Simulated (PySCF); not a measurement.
Predicted microwave data (wB97X-D/def2-SVPD in PySCF (dipole) on a GFN2-xTB geometry, gas phase) for one isomer of C4H8O3:

* Rotational constants: A = 8676, B = 1113, C = 1005 MHz
* Dipole components: |μa| = 0.09 D, |μb| = 0.46 D, |μc| = 0.00 D
* Inertial defect: -9.49 u·Å²
* κ: -0.97

Task: Which candidate fits, each taken in the one conformer that was computed?
A. `[CH3:1][O:2][C@H:3]([CH3:4])[C:5](=[O:6])[OH:7]` with C1–O2–C3–C4 -171°, O2–C3–C5–O6 6°, C3–C5–O7–H -179°
B. `[CH3:1][O:2][CH2:3][CH2:4][C:5](=[O:6])[OH:7]` with C1–O2–C3–C4 180°, O2–C3–C4–C5 180°, C3–C4–C5–O6 0°, C4–C5–O7–H 180° (3-methoxypropanoic acid)
C. `[CH3:1][CH:2]1[O:3][CH2:4][O:5][CH2:6][O:7]1` with C1–C2–O3–C4 175°, C2–O3–C4–O5 -56°, O3–C4–O5–C6 56°, C4–O5–C6–O7 -56°

Result: B. It is COCCC(=O)O, a near-prolate asymmetric top, point group Cs. The candidates at the same level (rigid rotor, commonest isotopes):

```csv
SMILES,A (MHz),B (MHz),C (MHz),μa (D),μb (D),μc (D),Δ (u·Å²),point group,rotor
CC1OCOCO1,5121,2562,1854,0.20,0.00,1.92,-23.39,Cs,asymmetric top
COCCC(=O)O,8676,1113,1005,0.09,0.46,0.00,-9.49,Cs,near-prolate asymmetric top
CO[C@H](C)C(=O)O,3604,2286,1628,0.98,0.77,1.82,-50.76,C1,asymmetric top
```

`CC1OCOCO1` has B 130 % too high; `CO[C@H](C)C(=O)O` has B 105 % too high. In the right answer the mirror of this Cs structure is the ab plane, so μc vanishes by symmetry. No structure here is proved a minimum.
